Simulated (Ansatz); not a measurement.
Species: C4F10, net charge 0, singlet state. 
Structure (B3LYP-D3(BJ)/def2-TZVP (Ansatz, a first-principles code) minimum search):
SMILES: FC(F)(F)C(F)(F)C(F)(F)C(F)(F)F
```xyz
14

F     -2.8148    -0.7472     0.1304
C     -1.6341    -0.3959    -0.3783
F     -1.8090     0.6384    -1.2017
F     -1.1452    -1.4277    -1.0692
C     -0.6755    -0.0195     0.7902
F     -0.4351    -1.1387     1.4981
F     -1.3246     0.8613     1.5772
C      0.6925     0.6486     0.4251
F      0.4550     1.8755    -0.0749
F      1.3688     0.7753     1.5840
C      1.6207    -0.0990    -0.5776
F      2.8083     0.5057    -0.5970
F      1.1050    -0.0618    -1.8078
F      1.7892    -1.3703    -0.2121
```

Wanted: vertical triplet-singlet gap (E(triplet) - E(singlet); each state is the SCF solution reached for its spin), in kcal/mol. Correlated levels leave the core frozen unless marked. Open shells are spin-unrestricted. No spin-orbit coupling. Non-relativistic. 

```
level                 program  vertical triplet-singlet gap (kcal/mol)
--------------------  -------  ---------------------------------------
HF/aug-cc-pVTZ         Ansatz                                    262.2
SVWN5/def2-TZVPD       Ansatz                                    180.1
PBE/def2-TZVPD         Ansatz                                    180.5
r2SCAN/def2-TZVPD      Ansatz                                    192.0
B3LYP/def2-TZVPD       Ansatz                                    203.0
PBE0/def2-TZVPD        Ansatz                                    204.9
BHLYP/def2-TZVPD       Ansatz                                    229.7
CAM-B3LYP/def2-TZVPD   Ansatz                                    214.2
wB97M-V/def2-TZVPD     Ansatz                                    216.3
wB97X-V/def2-TZVPD     Ansatz                                    218.8
B2PLYP/def2-TZVPD      Ansatz                                    211.4
RI-MP2/aug-cc-pVTZ     Ansatz                                    225.3
```
